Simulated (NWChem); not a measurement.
Molecule: BaBr2; SMILES [Br][Ba][Br]

All runs: NWChem. Structure relaxed at the PBE0/def2-SVP level. def2 effective core potentials on Ba; no spin-orbit coupling. Vertical excitations in the gas phase; the lowest state need not have the same character in each row.

```
level                lowest excitation, singlet (eV)  oscillator strength of that lowest state  lowest state with f > 0.02, singlet (eV)  orbital gap (eV)
-------------------  -------------------------------  ----------------------------------------  ----------------------------------------  ----------------
PBE/def2-SVP, TDA                               3.24                                     0.004                                      3.35              3.24
B3LYP/def2-SVP, TDA                             3.63                                     0.004                                      3.75              4.42
PBE0/def2-SVP, TDA                              4.00                                     0.004                                      4.11              4.97
```
